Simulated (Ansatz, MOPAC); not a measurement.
Species: N2H (charge 0, doublet). SMILES: [N][NH]

Atoms: N1, N2, H3. Bonds: N1-N2, N1-H3.

Bond lengths (Å) and angles (degrees) optimised at PM7 with MOPAC; HF/3-21G with Ansatz (an electronic-structure program); HF/6-31G* with Ansatz; MP2/6-31G* with Ansatz, each started from the B3LYP-D3(BJ)/def2-TZVP structure (Ansatz) of the last column. A row stands for all coordinates that are equal there. 6-31G* holds six Cartesian d functions. No wavenumbers were computed at MP2/6-31G*, so these may be saddle points.

```csv
coordinate,PM7,HF/3-21G,HF/6-31G*,MP2/6-31G*,B3LYP-D3(BJ)/def2-TZVP
N1-N2,1.168,1.221,1.179,1.150,1.167
N1-H3,1.005,1.031,1.029,1.057,1.060
N2-N1-H3,135.7,115.1,113.0,121.2,117.9
```

Mean signed difference of all 2 bond lengths from B3LYP-D3(BJ)/def2-TZVP: PM7 -0.027 Å, HF/3-21G 0.013 Å, HF/6-31G* -0.009 Å, MP2/6-31G* -0.009 Å.
